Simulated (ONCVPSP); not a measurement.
# Which change was made? (Hg, ONCV)

ONCVPSP 4.0.1 input, shortened (lines: element, Z, core and valence counts, functional; n l f; lmax; l rc ep ncon nbas qcut; lloc lpopt rc5 dvloc0; l nproj debl; icmod fcfact rcfact), LDA (Perdew-Wang 92), scalar-relativistic:

```
  Hg 80.00   10    4  -001012      upf
    1    0    2.00
    2    0    2.00
    2    1    6.00
    3    0    2.00
    3    1    6.00
    3    2   10.00
    4    0    2.00
    4    1    6.00
    4    2   10.00
    4    3   14.00
    5    0    2.00
    5    1    6.00
    5    2   10.00
    6    0    2.00
    2
    0    1.60    0.00    4    7    7.10
    1    1.10    0.00    4    8    7.40
    2    2.25    0.00    5   10    6.40
    4    1    0.85    1.00
    0    2    3.60
    1    1    2.20
    2    2    2.90
    1    0.35    0.00
```

Cutoffs, loose and tight: the cutoffs (Ha) at which the residual kinetic energy of the hardest occupied pseudo-wave falls to 1 and 0.1 mHa per electron. They do not see the model core or the augmentation charge, which bear on the density cutoff. Test errors are all-electron minus pseudo excitation energies from the reference, over the configurations 5s2 5p6 5d10 6s1; 5s2 5p6 5d10 6s0; 5s2 5p6 5d9 6s0; 5s2 5p6 5d8 6s0; variants that change the core or the reference have their own tests.

The base gives: outcome: generated; cutoff, loose: 144 Ha; cutoff, tight: 173 Ha; bound ghosts: none; GHOST(+) flags above zero: s; largest test error (meV): -30.

(1) After one change the result is: outcome: generated; cutoff, loose: 144 Ha; cutoff, tight: 173 Ha; bound ghosts: none; GHOST(+) flags above zero: s; largest test error (meV): -42. Which change was it?
A. d: rc 2.66
B. d: rc 2.92
C. d: rc 1.74

Answers

(1) C. The others give: d: rc 2.66 → outcome: generated; cutoff, loose: 144 Ha; cutoff, tight: 173 Ha; bound ghosts: none; GHOST(+) flags above zero: s, d; largest test error (meV): +122 | d: rc 2.92 → outcome: generated; cutoff, loose: 144 Ha; cutoff, tight: 173 Ha; bound ghosts: none; GHOST(+) flags above zero: s, d; largest test error (meV): +260.
